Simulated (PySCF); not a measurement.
Ge: interval between two levels

Ge [Ar] 3d10 4s2 4p2 [3P2, M_J = 2] → Ge [Ar] 3d10 4s1 4p2 5s1 [5P3, M_J = 3], as a difference of total energies. Computed with PySCF 2.14 in x2c-SVPall-2c with one added diffuse shell each of s, p, d type (6s7p4d, 47 functions), with the two-component X2C-1e Hamiltonian. Correlated levels: [Ne] frozen. "Screened" scales the spin-orbit matrix elements by Boettger's factors to mimic the two-electron term; Breit and QED terms are absent.

```json
{"method": "GHF (spin-free)", "interval between two levels (cm⁻¹)": "74436"}
{"method": "GMP2 (spin-free)", "interval between two levels (cm⁻¹)": "82439"}
{"method": "GHF (screened spin-orbit)", "interval between two levels (cm⁻¹)": "74656"}
{"method": "GMP2 (screened spin-orbit)", "interval between two levels (cm⁻¹)": "82640"}
```

The labels give the starting determinants; with spin-orbit coupling the two ends relaxed to ⟨J²⟩ = 6.01, ⟨L²⟩ = 2.05, ⟨S²⟩ = 1.98 and ⟨J²⟩ = 12.01, ⟨L²⟩ = 2.01, ⟨S²⟩ = 6.00.

The promoted electron is Rydberg-like, and one or two diffuse shells describe it only roughly, which tends to raise the upper state.
